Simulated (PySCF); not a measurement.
Job file and geometry (Å, from PBE0-D3(BJ)/def2-SVP) of an NMR shielding run on SMILES N1[SiH2]C[C@@H](N([SiH3])[SiH3])[SiH2]1, C2H14N2Si4, PySCF 2.14.0, density-fitted response routines, GIAO PBE0/pcSseg-1 NMR shielding, non-relativistic, gas phase; density fitting, a coarse starting grid and PySCF grid level 2 are the driver's defaults:

```
$ OMP_NUM_THREADS=1 python probes_run.py task.json out

{"job": {"kind": "nmr", "xc": "PBE0", "basis": "pcSseg-1"}, "charge": 0, "multiplicity": 1}
Si    -2.364060    -1.695437     0.320030
N     -1.541891    -0.172156     0.089152
Si    -2.308923     1.389233     0.269557
C     -0.102564    -0.289516    -0.188336
C      0.799007    -0.114123     1.049053
Si     2.590227    -0.008164     0.453881
N      2.303209     0.718615    -1.109456
Si     0.627034     0.818363    -1.569651
H     -2.296926    -2.527932    -0.923525
H     -3.790745    -1.429600     0.663304
H     -1.722331    -2.495426     1.412725
H     -3.589534     1.180936     1.005536
H     -2.617327     2.051211    -1.037589
H     -1.428230     2.317647     1.044592
H      0.084983    -1.307242    -0.589335
H      0.555133     0.839048     1.550022
H      0.630856    -0.915805     1.787064
H      3.452040     0.833646     1.341245
H      3.240528    -1.355734     0.358573
H      3.055318     1.024082    -1.716681
H      0.070126     2.208468    -1.516675
H      0.356964     0.280988    -2.938575
```

Task: What does the program print?

Result: 
```
coarse grid: 19472 points
cycle   1  E = -1351.2806039631  dE =  4.723e-01  |g| = 5.767e-01  |ddm| = 4.287e+00
cycle   2  E = -1351.1988172274  dE =  8.179e-02  |g| = 8.263e-01  |ddm| = 1.254e+00
cycle   3  E = -1351.3512609411  dE = -1.524e-01  |g| = 8.289e-02  |ddm| = 8.671e-01
cycle   4  E = -1351.3525792013  dE = -1.318e-03  |g| = 3.548e-02  |ddm| = 1.133e-01
cycle   5  E = -1351.3528514400  dE = -2.722e-04  |g| = 1.095e-02  |ddm| = 4.068e-02
cycle   6  E = -1351.3528747494  dE = -2.331e-05  |g| = 3.395e-03  |ddm| = 1.232e-02
cycle   7  E = -1351.3528772290  dE = -2.480e-06  |g| = 5.818e-04  |ddm| = 3.310e-03
final grid: 167312 points
cycle   8  E = -1351.3935694052  dE = -2.458e-05  |g| = 7.624e-03  |ddm| = 2.632e-02
cycle   9  E = -1351.3935517711  dE =  1.763e-05  |g| = 1.147e-02  |ddm| = 1.852e-02
cycle  10  E = -1351.3935832719  dE = -3.150e-05  |g| = 7.697e-04  |ddm| = 1.135e-02
cycle  11  E = -1351.3935833649  dE = -9.301e-08  |g| = 3.658e-04  |ddm| = 9.096e-04
cycle  12  E = -1351.3935833940  dE = -2.911e-08  |g| = 5.757e-05  |ddm| = 3.549e-04
cycle  13  E = -1351.3935833945  dE = -5.066e-10  |g| = 3.284e-05  |ddm| = 8.104e-05
cycle  14  E = -1351.3935833948  dE = -2.465e-10  |g| = 4.919e-06  |ddm| = 3.325e-05
converged SCF energy = -1351.3935833948

GIAO shielding tensors (ppm)
atom      isotropic    diamagn.    paramagn.     s11        s22        s33       span
  0 Si     395.917     879.949    -484.032    342.725    365.055    479.971    137.246
  1 N      259.599     327.110     -67.511    227.884    246.830    304.082     76.198
  2 Si     405.350     879.837    -474.487    365.784    381.858    468.408    102.624
  3 C      140.422     251.308    -110.886    107.466    134.340    179.460     71.994
  4 C      170.933     253.594     -82.661    146.871    176.136    189.793     42.922
  5 Si     374.082     879.856    -505.774    335.573    357.069    429.604     94.031
  6 N      258.411     325.288     -66.877    233.788    238.612    302.832     69.044
  7 Si     383.567     881.555    -497.988    353.397    366.204    431.099     77.702
  8 H       26.651      29.232      -2.581     22.828     24.803     32.320      9.492
  9 H       26.542      28.964      -2.422     22.772     25.142     31.713      8.941
 10 H       26.493      29.673      -3.180     22.446     25.281     31.752      9.306
 11 H       26.665      29.329      -2.664     22.898     25.395     31.700      8.802
 12 H       26.604      29.256      -2.652     22.888     24.502     32.422      9.534
 13 H       26.376      30.196      -3.819     22.626     25.409     31.094      8.468
 14 H       28.497      35.192      -6.695     23.659     30.243     31.589      7.929
 15 H       29.700      33.190      -3.489     25.069     29.065     34.967      9.898
 16 H       29.836      32.249      -2.413     24.879     28.417     36.213     11.335
 17 H       26.290      28.012      -1.722     23.040     23.600     32.230      9.190
 18 H       26.374      28.735      -2.361     23.089     23.717     32.317      9.228
 19 H       31.605      29.076       2.529     22.245     27.157     45.413     23.169
 20 H       26.092      30.675      -4.583     21.992     25.394     30.889      8.898
 21 H       26.432      29.955      -3.523     23.164     24.408     31.726      8.562
```

Task: Turn these shieldings into chemical shifts. δ = σ(ref) − σ, references computed at the same level: 29Si (σ = 351.99 ppm) and 13C (σ = 184.41 ppm) and 1H (σ = 31.27 ppm) against TMS; 15N (σ = 265.67 ppm) against NH3.

Result: Averaging equivalent atoms: Si 5: -22.1; Si 7: -31.6; Si 0/2: -48.6; N 6: 7.3; N 1: 6.1; C 3: 44.0; C 4: 13.5; H 20: 5.18; H 17: 4.98; H 18: 4.89; H 21: 4.83; H 8/9/10/11/12/13: 4.71; H 14: 2.77; H 15: 1.57; H 16: 1.43; H 19: -0.34 ppm. Experimental scales use liquid or dissolved standards, which lie at an offset from isolated NH3 (liquid NH3: subtract about 20 ppm).

Size and cost of the density-fitted run: 234 basis functions, 88 s wall time on 1 thread of an Intel Xeon Platinum 8259CL, shared host; peak memory 1.1 GiB.
